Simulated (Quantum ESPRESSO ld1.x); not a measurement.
The numbers below are computed, except where a source is named.
These are the eigenvalues of the occupied orbitals of an atom or ion with whole-number occupations (eV). Code: ld1.x of Quantum ESPRESSO 7.5. Model: Dirac Kohn-Sham, PBE, spin-unpolarised, spherical densities, point nucleus.

1s1/2: -90013.307
2s1/2: -17757.053
2p1/2: -17132.394
2p3/2: -14941.511
3s1/2: -5750.582
3p1/2: -5475.007
3p3/2: -4973.566
3d3/2: -4530.411
3d5/2: -4423.039
4s1/2: -2603.860
4p1/2: -2483.446
4p3/2: -2325.193
4d3/2: -2135.334

Which element is it, and in what charge state? The configuration may be excited. Open shells, if any, fill j = l - 1/2 first.

Answer. Z = 82, lead, charge +43: Pb43+ in [Kr] 4d3. The list shows which subshells hold electrons but not how many an open one holds; the 1s level, -3307.9 hartree, gives Z - s = 81.3 by -(Z - s)^2/2, which with screening and relativity narrows Z to a few neighbours, and the depths of the outer levels then fix element, charge and occupations together.
